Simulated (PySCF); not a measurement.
C2H7Sb, SMILES [CH2]([SbH2])C. Atoms are numbered in the order given.

```xyz
10

Sb    -0.0004    -0.6679     0.0000
H     -1.1765    -0.3762    -1.2306
H     -1.1765    -0.3762     1.2306
C      0.6953     1.4279     0.0000
C     -0.4028     2.4852     0.0000
H      1.3470     1.5209    -0.8840
H      1.3470     1.5209     0.8840
H     -1.0496     2.3960     0.8871
H     -1.0496     2.3960    -0.8871
H      0.0236     3.5042     0.0000
```

Geometry: B3LYP-D3(BJ)/def2-SVP. The def2 effective core potentials stand for the cores of Sb; spin–orbit coupling is left out.

Method: IEF-PCM-B3LYP/def2-SVP (PySCF).

The values are the electrostatic part of the solvation free energy, E(continuum) − E(gas) at the gas-phase geometry, in a cavity of scaled van der Waals radii (PySCF's table); cavitation and dispersion terms are not included. A continuum can't describe solvent molecules that bind to the metal. In vacuum the orbital gap is 6.46 eV. The dipole moment in vacuum is 0.78 D.

Computed values in water (ε = 78.36), ethylethanoate (ε = 5.99), 1-octanol (ε = 9.86):
```
solvent             ε  ΔG(elec) (kcal/mol)  dipole (D)  gap (eV)
--------------  -----  -------------------  ----------  --------
water           78.36                 -0.8        1.07      6.52
ethylethanoate   5.99                 -0.6        0.99      6.50
1-octanol        9.86                 -0.7        1.02      6.51
```
